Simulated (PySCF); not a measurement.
**Dipole response of Zn⁺ (zinc, charge +1)**

[Ar] 3d10 4s1, 2S determinant. Computed with PySCF 2.14 in aug-cc-pwCVTZ-DK (10s9p7d4f3g, 127 functions), with scalar relativity by spin-free X2C-1e. Coupled (time-dependent) response in atomic units; α is the mean over directions.

```tsv
method	mean α (bohr³)	C₆ (like pair)	S(−4)
r2SCANh	18.80	81.58	277.4
```

S(−4) is the Cauchy moment in α(ω) = α(0) + S(−4) ω² + …

α(iu) at r2SCANh:

```json
{"u (hartree)": "0", "α(iu) (bohr³)": "18.80"}
{"u (hartree)": "0.0500", "α(iu) (bohr³)": "18.14"}
{"u (hartree)": "0.100", "α(iu) (bohr³)": "16.44"}
{"u (hartree)": "0.200", "α(iu) (bohr³)": "12.22"}
{"u (hartree)": "0.300", "α(iu) (bohr³)": "8.908"}
{"u (hartree)": "0.500", "α(iu) (bohr³)": "5.324"}
{"u (hartree)": "0.750", "α(iu) (bohr³)": "3.427"}
{"u (hartree)": "1.00", "α(iu) (bohr³)": "2.524"}
{"u (hartree)": "1.50", "α(iu) (bohr³)": "1.660"}
{"u (hartree)": "2.00", "α(iu) (bohr³)": "1.224"}
{"u (hartree)": "3.00", "α(iu) (bohr³)": "0.7673"}
{"u (hartree)": "5.00", "α(iu) (bohr³)": "0.3948"}
```

A single London oscillator, α(iu) = α/(1 + u²/ω²), gives C₆ = (3/4) ω α². Matching the computed C₆ needs ω = 4 × 81.58 / (3 × 18.80²) = 0.308 hartree.

For an ion, C₆ is the dispersion term alone; charge-induced terms of lower order in 1/R come first.
